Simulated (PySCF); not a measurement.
H4O4Si (SMILES O[Si](O)(O)O), singlet, at a GFN2-xTB geometry. Base run: R2SCAN/STO-3G (PySCF).

Input for PySCF:
```python
from pyscf import gto, scf, dft

mol = gto.M(
    atom='''
O     0.71655418    1.18982663   -0.84296995
Si   -0.00000000   -0.00000000    0.00000000
O    -1.02814201    0.71678285    1.03386749
O    -0.68738808   -0.99172487   -1.08798669
O     0.99897591   -0.91488460    0.89708915
H     1.01009778    1.96488292   -0.37378436
H    -1.39938075    0.19534961    1.73906562
H    -1.15878807   -0.60533841   -1.81976724
H     1.54807104   -1.55489412    0.45448598
''',
    basis='sto-3g',
    verbose=3,
)

mf = dft.RKS(mol)
mf.xc = 'r2scan'
mf.kernel()
mf.analyze()
```

Variants of this job, named by their change:

| change | ΔE vs base (mEh) | fitting functions |
|---|---|---|
| base | 0.000 | - |
| auxbasis = even-tempered beta=3.0 | -14.231 | 195 |
| auxbasis = cc-pvtz-ri | ___ | ___ |
| auxbasis = def2-universal-jkfit | -2.368 | 508 |
| auxbasis = cc-pvtz-jkfit | -0.555 | 557 |
| auxbasis = autoaux | -2.711 | 394 |
| auxbasis = def2-universal-jfit | ___ | ___ |
| auxbasis = default (with mf = mf.density_fit()) | -2.368 | 508 |
| auxbasis = def2-svp-ri | -467.0 | 310 |
| auxbasis = def2-tzvp-ri | ___ | ___ |

**Question.** Complete the blanks.

**Answer.** 
- auxbasis = cc-pvtz-ri, ΔE vs base (mEh): -11.892
- auxbasis = cc-pvtz-ri, fitting functions: 566
- auxbasis = def2-universal-jfit, ΔE vs base (mEh): -3.516
- auxbasis = def2-universal-jfit, fitting functions: 291
- auxbasis = def2-tzvp-ri, ΔE vs base (mEh): -16.507
- auxbasis = def2-tzvp-ri, fitting functions: 477

A fitting set is made for a task (jfit for Coulomb, jkfit for Coulomb and exchange, ri for correlation) and for a family of orbital bases.
